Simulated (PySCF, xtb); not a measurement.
H9NSi3, SMILES N([SiH3])([SiH3])[SiH3] (connectivity only; charge and spin as stated), charge +1, multiplicity 2.

Harmonic wavenumbers (cm⁻¹) from GFN2-xTB in xtb at its own minimum, in rising order: 56, 57, 129, 207, 207, 256, 443, 473, 474, 521, 522, 522, 555, 658, 659, 677, 677, 682, 694, 742, 742, 765, 832, 832, 2189, 2190, 2195, 2202, 2202, 2213, 2321, 2335, 2335.

Task: What does PBE-D3(BJ)/def2-SVP (PySCF) give at its own minimum? (Estimate from the structure and the level; the computed values follow.)

Result: 62, 62, 129, 161, 161, 218, 391, 529, 529, 585, 585, 592, 661, 780, 780, 811, 854, 854, 860, 860, 865, 880, 880, 895, 2151, 2152, 2159, 2160, 2161, 2161, 2242, 2243, 2243. Paired by order, the mean absolute difference is 75 cm⁻¹ and the zero-point energies are 46.6 and 48.1 kcal/mol.
